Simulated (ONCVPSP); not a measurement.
## Tl (Z = 81), ONCV: configuration errors across variants

ONCVPSP 4.0.1 input, shortened (lines: element, Z, core and valence counts, functional; n l f; lmax; l rc ep ncon nbas qcut; lloc lpopt rc5 dvloc0; l nproj debl; icmod fcfact rcfact), PBEsol, scalar-relativistic:

```
  Tl 81.00   10    4  -116133      upf
    1    0    2.00
    2    0    2.00
    2    1    6.00
    3    0    2.00
    3    1    6.00
    3    2   10.00
    4    0    2.00
    4    1    6.00
    4    2   10.00
    4    3   14.00
    5    0    2.00
    5    1    6.00
    5    2   10.00
    6    0    1.00
    2
    0    1.25    0.00    4    7    9.30
    1    1.60    0.00    3    6    7.50
    2    1.20    0.00    4    8    7.60
    4    5    1.15    1.00
    0    3    2.60
    1    2    3.10
    2    1    0.80
    3    3.75    1.40
```

In the p channel the program set the typed energies aside and used -3.456, 0.250 Ha.

All-electron excitation energies from the reference (eV): (1) 5s2 5p6 5d10 6s2 6p1 -25.992; (2) 5s2 5p6 5d10 6s2 -20.844; (3) 5s2 5p6 5d10 6s0 30.164; (4) 5s2 5p6 5d10 6s2 6p0.5 -24.145.

2 further variants failed, have other tests or too few solved ones, and are left out.

A true bound ghost makes a file unfit for plane-wave use even where its test errors are small: the radial tests pick states by their node count and pass the ghost by.

Errors AE − PS in meV (a dash: test not solved or not reliable):

| change | (1) | (2) | (3) | (4) | bound ghosts | GHOST(+) flags above zero |
| --- | --- | --- | --- | --- | --- | --- |
| base | +8.2 | +5.9 | -11 | +7.3 | none | s |
| p: ncon 5, nbas 8 | +7.9 | +5.8 | -11 | +7.2 | none | s |
| s: qcut 6.4 | +6.8 | +4.4 | -14 | +6.0 | s | s |
| d: nproj 0; local potential the d channel | +4.7 | +5.9 | -11 | +5.3 | none | s |
| core correction Teter function, fcfact 3.8, rcfact 1.4 | +8.2 | +5.8 | -11 | +7.3 | none | s |
| s: nbas 9 | +8.1 | +5.8 | -11 | +7.3 | none | s |

Q: Give the same row for: s: rc 1.84.

A: +6.3, +3.8, -16, +5.4; bound ghosts: none; GHOST(+) flags above zero: s.
